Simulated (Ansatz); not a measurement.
The same molecule with X = B, Al, Ga, In. Ansatz, PBE0-D4/def2-TZVP geometries, multiplicity 1. Each molecule was computed in one conformer, which needn't be the lowest.

Elements past krypton have def2 core potentials. Scalar relativity is left out up to krypton.

| X | molecule | mean X–N bond length / Å | mean X–O bond length / Å | HOMO–LUMO gap (PBE0/def2-TZVPP) / eV | HOMO energy (PBE/def2-TZVPP) / eV | HOMO energy (PBE0/def2-TZVPP) / eV |
| --- | --- | --- | --- | --- | --- | --- |
| Al | `[NH2][Al]([NH2])[OH]` | 1.766 | 1.698 | 6.97 | -5.45 | -6.89 |
| Ga | `[NH2][Ga]([NH2])[OH]` | 1.817 | 1.788 | 6.96 | -5.62 | -7.08 |
| In | `[NH2][In]([NH2])[OH]` | 2.018 | 1.990 | 6.02 | -5.68 | -7.07 |

(1) Give the row for X = B, `NB(N)O`. (An estimate is asked.)

Answers

(1) Computed: 
```json
{"X": "B", "molecule": "`NB(N)O`", "mean X–N bond length / Å": "1.419", "mean X–O bond length / Å": "1.383", "HOMO–LUMO gap (PBE0/def2-TZVPP) / eV": "7.52", "HOMO energy (PBE/def2-TZVPP) / eV": "-5.36", "HOMO energy (PBE0/def2-TZVPP) / eV": "-6.82"}
```

From B to In the mean X–N bond length rises at each step, by 0.599 Å in all; the mean X–O bond length rises at each step, by 0.607 Å in all; the HOMO–LUMO gap (PBE0/def2-TZVPP) falls at each step, by 1.50 eV in all; the HOMO energy (PBE/def2-TZVPP) falls at each step, by 0.32 eV in all; the HOMO energy (PBE0/def2-TZVPP) isn't monotonic: highest at B, lowest at Ga. Bonds lengthen as the atom grows down the group.
